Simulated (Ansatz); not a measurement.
ClHTe (SMILES Cl[TeH]) moved off its minimum; all values from Ansatz (a first-principles code), cores frozen in correlated methods. Elements past Kr take the def2 small-core potentials, without spin–orbit coupling.
(charge 0, multiplicity 1)
```xyz
3

Te    -0.1737    -0.2527     0.4051
H     -1.3589    -0.7678    -0.8126
Cl     0.9981     0.8489    -1.0680
```

Forces at r2SCAN/def2-TZVPP (eV/Å):

| atom | Fx | Fy | Fz |
|---|---|---|---|
| Te1 | -2.723 | -2.030 | 1.026 |
| H2 | 0.843 | 0.314 | 1.101 |
| Cl3 | 1.880 | 1.715 | -2.126 |

Give the forces (eV/Å), the total energy and the dipole at CCSD(T)/def2-TZVPPD.


```
atom      Fx      Fy      Fz
----  ------  ------  ------
Te1   -2.897  -2.192   1.242
H2     0.862   0.327   1.100
Cl3    2.035   1.865  -2.341
```
Energy -727.4658 hartree, dipole 1.12 D.
